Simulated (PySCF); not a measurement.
The vertical singlet excitations below were computed for one of the candidates. Computed with TDDFT CAM-B3LYP/def2-SVPD, vertical, gas phase, core orbitals frozen in the response in PySCF 2.14.0, density-fitted response routines. Geometries: PBE0-D3(BJ)/def2-SVP, one conformer each. Relativistic effects are left out although some hold elements past zinc.

```json
{"state": "S1", "ν̃ (cm⁻¹)": "35480", "f": "0.087", "main configurations (H = HOMO, L = LUMO)": "H→L (92%)"}
{"state": "S2", "ν̃ (cm⁻¹)": "45780", "f": "0.0012", "main configurations (H = HOMO, L = LUMO)": "H-2→L (80%)"}
{"state": "S3", "ν̃ (cm⁻¹)": "45880", "f": "0.0060", "main configurations (H = HOMO, L = LUMO)": "H-1→L (48%), H→L+1 (41%), H-2→L (8%)"}
{"state": "S4", "ν̃ (cm⁻¹)": "48730", "f": "0.820", "main configurations (H = HOMO, L = LUMO)": "H→L+1 (50%), H-1→L (41%)"}
{"state": "S5", "ν̃ (cm⁻¹)": "49740", "f": "0.010", "main configurations (H = HOMO, L = LUMO)": "H-3→L (87%)"}
{"state": "S6", "ν̃ (cm⁻¹)": "50960", "f": "0.0019", "main configurations (H = HOMO, L = LUMO)": "H→L+2 (76%), H→L+3 (9%)"}
{"state": "S7", "ν̃ (cm⁻¹)": "52400", "f": "0.010", "main configurations (H = HOMO, L = LUMO)": "H→L+3 (81%)"}
{"state": "S8", "ν̃ (cm⁻¹)": "55660", "f": "0.0006", "main configurations (H = HOMO, L = LUMO)": "H→L+4 (46%), H→L+5 (18%), H→L+6 (17%)"}
{"state": "S9", "ν̃ (cm⁻¹)": "57120", "f": "0.022", "main configurations (H = HOMO, L = LUMO)": "H→L+5 (59%), H→L+4 (31%)"}
{"state": "S10", "ν̃ (cm⁻¹)": "58430", "f": "0.0022", "main configurations (H = HOMO, L = LUMO)": "H→L+6 (57%), H→L+5 (11%)"}
```

Orbital energies (eV): HOMO-3 -10.30, HOMO-2 -10.01, HOMO-1 -9.16, HOMO -7.73, LUMO -0.54, LUMO+1 0.96, LUMO+2 1.22.

Question: Which structure fits? All have the formula C6H8Ge.
A. `[H][Ge]([H])([H])[c]1ccccc1`
B. `C=CC1=[CH][GeH2][CH]=C1`
C. `C#CC1=C[CH2][GeH2][CH2]1`
D. `C#C[C@H]1C=C[CH2][GeH2]1`

Answer: B. Its S1, at 4.40 eV, is the lowest among the candidates; the nearest of the others has S1 at 5.39 eV. S1 is HOMO→LUMO (92%). Löwdin shares by element: HOMO carbon 71% or more (atoms not listed hold the other 29%); LUMO carbon 61% or more (atoms not listed hold the other 39%). At the same level the other candidates give, for their lowest levels:
- `C#C[C@H]1C=C[CH2][GeH2]1`: 6.09 eV (f 0.010); 6.46 eV (f 0.017); 6.59 eV (f 0.024); 6.79 eV (f 0.009); 6.83 eV (f 0.021); T1 4.33 eV; HOMO -8.36, LUMO 1.03 eV
- `C#CC1=C[CH2][GeH2][CH2]1`: 5.53 eV (f 0.264); 5.56 eV (f 0.000); 6.08 eV (f 0.000); 6.31 eV (f 0.001); 6.82 eV (f 0.000); T1 3.40 eV; HOMO -7.95, LUMO 0.41 eV
- `[H][Ge]([H])([H])[c]1ccccc1`: 5.39 eV (f 0.001); 6.04 eV (f 0.048); 6.89 eV (f 0.116); 6.89 eV (f 0.333); 6.91 eV (f 0.760); T1 4.04 eV; HOMO -8.55, LUMO 0.45 eV

Conformer computed: `[CH2:1]=[CH:2][C:3]1=[CH:4][GeH2:5][CH:6]=[CH:7]1`: C1–C2–C3–C4 177°.
Triplets come from the Tamm–Dancoff approximation.
